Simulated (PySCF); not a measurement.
Te(NH2)2 (H4N2Te), SMILES N[Te]N. Heavy atoms are numbered as in [Te:1]([NH2:2])[NH2:5]. Hydrogens are named by the atom that carries them.

The structure is a stationary point at PBE-D3(BJ)/def2-SVP. The def2 effective core potentials stand for the cores of Te; spin–orbit coupling is left out. The values are those of a single conformer.

Calculation: PySCF with r2SCAN/def2-TZVPD.

Mulliken values depend strongly on the basis, most of all with diffuse functions as here. ESP charges are fitted to the potential on shells at 1.4 to 2.0 van der Waals radii. Atomic charges (e), one atom of each kind:

```
atom      ESP fit  Mulliken
--------  -------  --------
Te1           ___      0.20
N2 (NH2)      ___     -0.59
H on N2       ___      0.25
```

Some entries are withheld; supply them. (Estimate from the structure and the level; the computed values follow.)


- Te1, ESP fit: 0.19
- N2 (NH2), ESP fit: -0.69
- H on N2, ESP fit: 0.30
